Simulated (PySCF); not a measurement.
C3H9GaO, singlet, at a GFN2-xTB geometry (such geometries of metal compounds can be far from the true shape) (in this run its highest filled SCF level lies above zero, so its values depend strongly on the basis, on diffuse functions most of all), atoms displaced at random by about 0.08 Å a coordinate. Base run: TPSS/STO-3G, gradient (PySCF).

Here is a job for PySCF.
```python
from pyscf import gto, scf, dft

mol = gto.Mole()
mol.atom = '''
    Ga    0.058128    0.049577    0.281326
    C    -0.285112   -1.204863    1.798944
    H     0.314925   -2.345086    1.617566
    H    -1.340700   -1.541086    1.856321
    H    -0.040013   -0.802136    2.850550
    C     1.051304    1.988929    0.442699
    H     1.700633    2.006857   -0.173185
    H     1.015404    2.185402    1.583036
    H     0.155980    2.698606   -0.091823
    O    -0.381113   -0.456658   -1.189112
    C    -0.734025   -0.668741   -2.499475
    H    -0.005282   -1.497429   -2.973238
    H    -1.711934   -0.907734   -2.639180
    H    -0.510621    0.049462   -3.127861
'''
mol.basis = 'sto-3g'
mol.charge = 0
mol.spin = 0
mol.verbose = 4
mol.build()

mf = dft.RKS(mol)
mf.xc = 'tpss'
mf.kernel()
g = mf.nuc_grad_method()
grad = g.kernel()
```

The coordinate followed is y of atom 6.

Each row names what was changed in the base input (with any setting that the change needs).

```tsv
change	dE/dx (Eh/bohr)	net force (Eh/bohr)	outcome
base	0.012280	0.000131	converged
conv_tol = 1e-4	-	-	not converged
density fitting = on; auxbasis_response = off	0.012241	0.003308	converged
finite difference step (bohr) = 1e-3; conv_tol = 1e-11	0.012274	-	converged
finite difference step (bohr) = 0.2; conv_tol = 1e-11	0.011393	-	converged
conv_tol = 1e-6	0.012299	0.000131	converged
grids.level = 0; grid_response = on	0.010576	0.000000	converged
grids.level = 0; grid_response = off	0.015514	0.048061	converged
grids.level = 5; grid_response = on	0.012284	0.000000	converged
grids.level = 1; grid_response = off	0.012401	0.001819	converged
finite difference step (bohr) = 1e-5; conv_tol = 1e-11	0.012274	-	converged
finite difference step (bohr) = 1e-4; conv_tol = 1e-11	0.012274	-	converged
```

The net force is zero for an exact gradient.
